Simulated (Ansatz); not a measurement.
Consider the atomization: `[F][In]([F])[SeH]` → 2 F• + H• + In• + Se•.

Program: Ansatz. Geometries: PBE0-D4/def2-TZVP. ΔE: electronic, gas phase. CBS: MP2 limit from def2 TZ/QZ plus the TZ coupled-cluster correction, frozen cores. This one scheme is used for every species, atoms too. Functionals use def2-TZVPP. Open shells (•) are unrestricted, without spin–orbit coupling. Spin–orbit coupling would lower the free atoms: a little for F; clearly for Se; strongly for In. def2 core potentials past Kr. Bonds to In, Se are less sure, by a few kJ/mol each and by 10 to 20 or more in all where they break to atoms, as the def2 sets lack core-valence functions. Scalar relativity is left out up to krypton. One conformer a species, not always the lowest.

```tsv
level	ΔE (kcal/mol)
PBE0	325.7
HF/def2-TZVPP	216.4
```

(1) What does CCSD(T)/CBS give? (Best estimate.)

Largest T1 diagnostic among the species: 0.015.

## Answers

(1) Ansatz gave: +340.9 kcal/mol. The listed levels differ from it by -15.2, -124.5 kcal/mol.

At CCSD(T), def2-SVP lies −36.0 kcal/mol from the extrapolated value and def2-TZVPP −16.3 kcal/mol: correlation converges slowly with the basis, and small sets miss more of it in the bonded molecule than in its fragments. Leaving LDA and LC-ωPBE aside and taking each functional with its dispersion term where it has one, the values, not all of them listed here, spread over 33.5 kcal/mol, from BHLYP-D4 to PBE-D4. LDA lies +58.6 kcal/mol from PBE without D4, its usual overbinding.

For atomizations the MP2-based limit and the directly extrapolated one differ by several kJ/mol either way, and by 10 to 25 for some Ge, Se and Sn compounds, so smaller differences from it don't rank the levels.
